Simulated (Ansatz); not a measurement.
Reaction (ligand exchange at a Mo–F bond): `[F][Mo]([F])([F])([F])=[S]` + HCl → `[F][Mo]([F])([F])(=[S])[Cl]` + H–F

Computed with Ansatz on PBE0-D4/def2-TZVP structures; ΔE is electronic, products minus reactants. CCSD(T)/CBS is the MP2 limit (def2-TZVPP, def2-QZVPP) plus CCSD(T) − MP2 in def2-TZVPP, frozen cores. This one scheme is used for every species. DFT in def2-TZVPP. def2 core potentials past Kr. For Mo outer-core shells are correlated without core-valence functions, which leaves a few kJ/mol of doubt a bond.

`[F][Mo]([F])([F])([F])=[S]`:

```xyz
6

F     0.093   -0.217   -1.824
Mo   -0.017    0.000   -0.006
F    -0.435    1.748   -0.371
F    -1.052    0.202    1.495
F    -0.523   -1.762    0.042
S     1.933    0.030    0.663
```

HCl:

Cartesian coordinates in Å:
```
Cl -0.537 -0.278 0.207
H 0.537 0.278 -0.207
```

`[F][Mo]([F])([F])(=[S])[Cl]`:

Cartesian coordinates in Å:
```
F 0.614 -1.161 -1.288
Mo 0.056 0.017 0.007
F 1.836 0.088 0.469
F -0.243 0.462 1.764
S -0.384 1.740 -1.033
Cl -1.879 -1.145 0.081
```

H–F:

```xyz
2

F    -0.199    0.353   -0.217
H     0.199   -0.353    0.217
```

| level | ΔE (kJ/mol) |
| --- | --- |
| PBE0-D4 | 6.0 |
| r2SCAN0 | 10.6 |

Question: What does CCSD(T)/CBS give? (Estimate.)

Answer: Computed: -0.5 kJ/mol. The listed levels differ from it by 6.5, 11.1 kJ/mol.

Largest T1 diagnostic among the species: 0.024, so the coupled-cluster value is less sure than usual.

The D4 term adds −6.9 kJ/mol with B3LYP and −3.6 kJ/mol with PBE0; it sums over pairs of atoms, weighted by their polarisabilities, and B3LYP, whose exchange is more repulsive, gets the larger term. At CCSD(T), def2-SVP lies +20.6 kJ/mol from the extrapolated value and def2-TZVPP +7.0 kJ/mol. Leaving LDA and LC-ωPBE aside and taking each functional with its dispersion term where it has one, the values, not all of them listed here, spread over 22.3 kJ/mol, from PBE-QIDH to ωB97X-V. LDA lies −3.0 kJ/mol from PBE without D4.

B3LYP here is the variant with VWN-RPA as its local correlation; programs differ in this.
